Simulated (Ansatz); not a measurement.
`N=CC[SiH3]` → `[CH2]` (triplet) + `N=C[SiH3]` at 700 K and 1 bar (formal loss of a carbene).

Calculated with Ansatz (gas phase, PBE0-D4/def2-TZVP geometries, no zero-point term in ΔE). CBS: MP2 limit from def2 TZ/QZ plus the TZ coupled-cluster correction, frozen cores. This one scheme is used for every species. Triplets are unrestricted, without spin–orbit coupling. Each species was taken in one conformer, which may not be the lowest.

| species | CCSD(T)/CBS energy (Eh) | H − E (kJ/mol) | S (J/(mol·K)) |
| --- | --- | --- | --- |
| `N=CC[SiH3]` | -424.07126 | 292.2 | 426.6 |
| `[CH2]` (triplet) | -39.09499 | 70.4 | 226.8 |
| `N=C[SiH3]` | -384.79808 | 200.5 | 369.9 |

H − E and S are ideal-gas, rigid-rotor, harmonic terms from PBE0-D4/def2-TZVP, for one conformer and one mirror image of each species, with the whole ground term of open shells counted as degenerate. 1 Eh = 2625.50 kJ/mol, R = 8.31446 J/(mol·K).

Task: By hand: ΔE, ΔH, ΔS and ΔG.

Result: ΔE = (-39.09499) + (-384.79808) − (-424.07126) = 0.17819 Eh = 467.8 kJ/mol. Δ(H − E) = 70.4 + 200.5 − 292.2 = -21.3, so ΔH = 446.5 kJ/mol. ΔS = 226.8 + 369.9 − 426.6 = 170.1 J/(mol·K). ΔG = 446.5 − 700 × (170.1)/1000 = 327.4 kJ/mol.

Task: By hand: the equilibrium constant, and the temperature at which ΔG would vanish if ΔH and ΔS stayed fixed.

Result: log₁₀ K = −ΔG/(RT ln 10) = -24.4. ΔG = 0 at ΔH/ΔS = 2625 K, far beyond where these terms or the molecules hold.

The number of gas molecules changes by +1, which sets the sign of ΔS. A doubt of 5 kJ/mol in ΔE shifts log₁₀ K by 0.4 here. Other conformers and mirror images would add mixing entropy, several J/(mol·K) or more a flexible species. A triplet takes part, so the spin changes. These are equilibria of isolated gas molecules and say nothing of rates. Largest T1 diagnostic: 0.012 (customary marks: 0.02 for closed shells, 0.045 for open ones).
